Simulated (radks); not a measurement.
Results of a calculation; reference values are marked as such.
Fractional charge and spin in the 5s shell of tellurium: the spin-up occupation runs from 0 to 1 and the spin-down occupation from 0 to 1; the fullest corner is Te, [Kr] 4d10 5p(up 2, down 2) 5s(up 1, down 1). Level of theory: scalar-relativistic Kohn-Sham, r2SCAN, spin-polarised, spherical densities, finite nucleus; meta-GGA in the generalised Kohn-Sham scheme; Fermi nuclear charge, rms radius of each element as measured or else 0.836 A^(1/3) + 0.57 fm (a radial shooting solver on a logarithmic mesh with Libxc functionals). Energy (eV) minus the two flat planes that join the four corners (they meet along the diagonal where the two added fractions sum to one electron); zero is where a piecewise linear energy would lie.

\begin{tabular}{lrrrrr}
down \ up & 0 & 0.25 & 0.5 & 0.75 & 1 \\ \hline
0 & 0.000 & -0.858 & -1.140 & -0.852 & 0.000 \\
0.25 & -0.858 & -1.038 & -0.653 & 0.291 & -0.779 \\
0.5 & -1.140 & -0.653 & 0.388 & -0.590 & -1.031 \\
0.75 & -0.852 & 0.291 & -0.590 & -0.939 & -0.767 \\
1 & 0.000 & -0.779 & -1.031 & -0.767 & 0.000 \\
\end{tabular}

Corners above the fullest one (they belong to Te+ and the next ion): (up 1, down 0) 19.668 eV, (up 0, down 1) 19.668 eV, (up 0, down 0) 49.593 eV. With half an added electron in each spin the energy lies 0.388 eV from the planes, and with half an added electron in spin up alone -1.140 eV. The planes are only a guide here: the flat-plane condition holds for ground states with one frontier orbital, while this shell lies below other occupied shells, so the corners above the fullest one are inner-hole states and not the ground states of those ions.
